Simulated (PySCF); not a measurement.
**Electronic structure of Nb⁺ (niobium, charge +1) at the r2SCAN level**

Configuration: [Kr] 4d4, high-spin 5D determinant. Calculation: PySCF 2.14, in x2c-TZVPall (8s6p6d1f, 63 functions); scalar relativity by spin-free X2C-1e.

```
Total energy                                                  : -3819.09 hartree
One-electron energy                                           : -5259.65 hartree
Hartree (Coulomb) energy                                      : 1560.33 hartree
Exchange-correlation energy                                   : -119.77 hartree
⟨S²⟩                                                          : 6.0020
⟨L²⟩                                                          : 7.940
Sum of ⟨r⟩                                                    : 27.60 bohr
Sum of ⟨r²⟩                                                   : 40.48 bohr²
Traceless quadrupole moment −½Σ⟨3z² − r²⟩ along its main axis : -3.69 e·bohr²
Langevin diamagnetic susceptibility                           : -32.1 ×10⁻⁶ cm³/mol
Time after the integrals                                      : 5.7 s of wall time on 1 thread of Neoverse-N1 (shared host)
```

```
shell  electrons  mean orbital energy (eV)  spread (eV)  rms radius, mean of both spins (bohr)
 1s β          1                  -18831.1            0                                 0.0415
 1s α          1                  -18831.1            0                                 0.0415
 2s α          1                   -2652.7            0                                  0.171
 2s β          1                   -2652.3            0                                  0.171
 2p α          3                   -2367.7        0.004                                  0.152
 2p β          3                   -2367.4        0.081                                  0.152
 3s α          1                   -453.68            0                                  0.473
 3s β          1                   -453.52            0                                  0.473
 3p α          3                   -359.52        0.097                                  0.480
 3p β          3                   -359.31        0.068                                  0.480
 3d α          5                   -205.81        0.184                                  0.476
 3d β          5                   -205.42        0.192                                  0.476
 4s α          1                   -67.953            0                                   1.24
 4s β          1                   -65.692            0                                   1.24
 4p α          3                   -43.625        0.381                                   1.40
 4p β          3                   -40.940        0.936                                   1.40
 4d α          4                   -11.033        0.868                                   2.32
```

⟨L²⟩ = 7.94 against 6 for a pure D term, so this real determinant mixes terms. The s, p, d and f populations moved away from the nominal configuration during the SCF.

Densities and radii are taken from the X2C orbitals without a picture-change correction, which distorts them close to the nucleus.
